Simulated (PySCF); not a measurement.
Gas-phase reaction: SnH4 + 2 F = SnH3F + HF

Energies from PySCF, thermal terms from the rigid-rotor harmonic-oscillator model, ideal gas at 1 bar. † marks an energy on the PBE0/def2-TZVP geometry and frequencies. MP2 and CCSD(T) freeze the core. Open shells (unrestricted): F (multiplicity 2, electronic degeneracy 6); the rest are closed-shell singlets. Spin-orbit splitting is ignored; it lowers the true energy and changes the entropy of F. B3LYP is the form with VWN-RPA correlation. Sn: scalar-relativistic def2 core potential, no spin-orbit coupling. SnH3F: computed as isolated molecules; such fragments, hydroxides, amides, oligomers or adducts are transient or little studied in the gas. MP2 isn't extrapolated to the basis-set limit; its ΔH°(298 K) is -714.1 kJ in def2-SVP and -773.1 kJ in def2-TZVPP. CCSD(T) isn't extrapolated to the basis-set limit; its ΔH°(298 K) is -658.5 kJ in def2-SVP and -713.4 kJ in def2-TZVPP. The harmonic model lacks anharmonicity and excited electronic states, which grow with temperature; levels with a mode under 35 cm⁻¹ are left out.

```
level               ΔE electronic, kJ  ΔH°(298 K), kJ  ΔS°(298 K), J/K  ΔG°(800 K), kJ
------------------  -----------------  --------------  ---------------  --------------
B3LYP/def2-TZVP†                 -728            -716             -111            -626
CCSD(T)/def2-SVP†                -670            -659             -111            -568
HF/def2-TZVP†                    -481            -470             -111            -379
MP2/def2-TZVPP†                  -785            -773             -111            -683
PBE0/def2-QZVP†                  -735            -723             -111            -633
PBE0/def2-SVP†                   -693            -681             -111            -591
ωB97X-V/def2-TZVP†               -734            -723             -111            -632
```
ΔH° is lowest at MP2/def2-TZVPP† and highest at HF/def2-TZVP†. No reference value is set beside these.
